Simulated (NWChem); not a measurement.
BF

```xyz
2

B      0.0000     0.0000    -0.8148
F      0.0000     0.0000     0.4593
```
Atoms are numbered in this order, from 1.

Geometry: optimised at B3LYP/6-31G* (spherical d).

 States above −ε(HOMO) = 7.9 eV lie in this functional's continuum and hang on the basis.

Problem. List the 4 lowest vertical singlet excitations from B3LYP/def2-SVPD, TDA (NWChem).

Solution. 
```
state  energy (eV)  oscillator strength  leading excitation (squared amplitude)
-----  -----------  -------------------  --------------------------------------
S1            6.58                0.331                      HOMO → LUMO (0.97)
S2            6.58                0.330                    HOMO → LUMO+1 (0.97)
S3            8.26                0.025                    HOMO → LUMO+2 (0.98)
S4            9.37                0.319                    HOMO → LUMO+3 (0.99)
```
